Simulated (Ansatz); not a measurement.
A made-up structure of LiGaH$_{2}$, closed shell:

Li1  (-1.951, 0.742, -1.167)
Ga2  (0.126, -0.047, 0.075)
H3  (0.686, -1.555, 0.154)
H4  (-3.455, 1.212, -1.378)
(Å)

It is relaxed with PBE-D4/def2-SVP and then PBE0-D4/def2-TZVP (Ansatz 0.2.0). Atoms count as bonded within 1.22 times the sum of their covalent radii (H–H: 0.88 Å). The end point is not checked to be a true minimum.

Does its bonding change? (A judgement: the text doesn't fix the answer.)

By the calculation: Yes. Formed: Ga2–H4; broken: none.

Where it ends: The first stage lowers the energy by 1.27 eV in 18 steps. It ends as LiGaH₂ ([H]1[Li][GaH]1):
```csv
atom,x (Å),y (Å),z (Å)
Li1,-1.9125,1.6701,-1.2616
Ga2,-0.3326,0.0902,-0.4061
H3,-0.2161,-1.4312,0.1190
H4,-2.1324,0.0230,-0.7665
```

Labels in which every atom is bracketed show which atoms are joined, not bond orders.

For scale, one of the runs: PBE0-D4/def2-TZVP relaxation, 74 basis functions, launched by `ansatz run in.yaml --threads 2 --pin off --events-out ev --progress --plain --max-ram 4352MiB`. Hardware: 2 CPU threads of an Arm Neoverse V2, shared host. Wall time about 3.6 s.
